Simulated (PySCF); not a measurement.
**Spinor energies of Cu³⁺ (copper, charge +3)**

Start: [Ar] 3d7 4s1; 3d3/2 filled at m_j = +1/2, +3/2; 3d5/2 filled at m_j = -3/2, -1/2, +1/2, +3/2, +5/2; 4s1/2 filled at m_j = +1/2. Calculated with PySCF 2.14 in x2c-TZVPall-2c (6s7p4d1f, 54 functions): generalised Hartree-Fock with the X2C-1e Hamiltonian and a Gaussian nucleus; one run each with spin-orbit coupling (SO) switched off, then screened by Boettger's factors. This is a chosen level, not necessarily the ground level.

| spinor shell | electrons | ε, spin-free (eV) | ε, screened SO (eV) | weight of nominal j (screened SO) | rms radius, screened SO (bohr) |
| --- | --- | --- | --- | --- | --- |
| 1s1/2 | 2 | -9106.5 | -9106.3 | 1.000 | 0.0601 |
| 2s1/2 | 2 | -1194.7 | -1194.6 | 1.000 | 0.254 |
| 2p1/2 | 2 | -1034.9 | -1049.6 | 0.995 | 0.226 |
| 2p3/2 | 4 | -1034.9 | -1027.7 | 0.998 | 0.229 |
| 3s1/2 | 2 | -198.09 | -198.07 | 1.000 | 0.749 |
| 3p1/2 | 2 | -147.88 | -154.42 | 0.661 | 0.782 |
| 3p3/2 | 4 | -147.88 | -144.61 | 0.831 | 0.791 |
| 3d5/2 | 5 | -72.012 | -73.355 | 0.573 | 0.891 |
| 3d3/2 | 2 | -72.012 | -68.691 | 0.669 | 0.907 |
| 4s1/2 | 1 | -40.139 | -40.137 | 1.000 | 2.50 |

```
   quantity    spin-free  screened SO
E (hartree)  -1650.43041  -1650.47870
        M_J            5            5
       ⟨J²⟩       30.004       30.004
       ⟨L²⟩       12.003       12.033
       ⟨S²⟩        6.001        5.988
```

Each row is a mean over spinors that exchange with the open shell spreads, by up to 14.578 eV (3p3/2).

Rows whose weight is well below 1 are mixtures of j = l ± 1/2: exchange outweighs spin-orbit coupling there, and the label is only the starting occupation.

Without spin-orbit coupling the j labels of p, d and f shells carry no meaning; the spin-free column gives the mean over the occupied spinors of each nl shell.
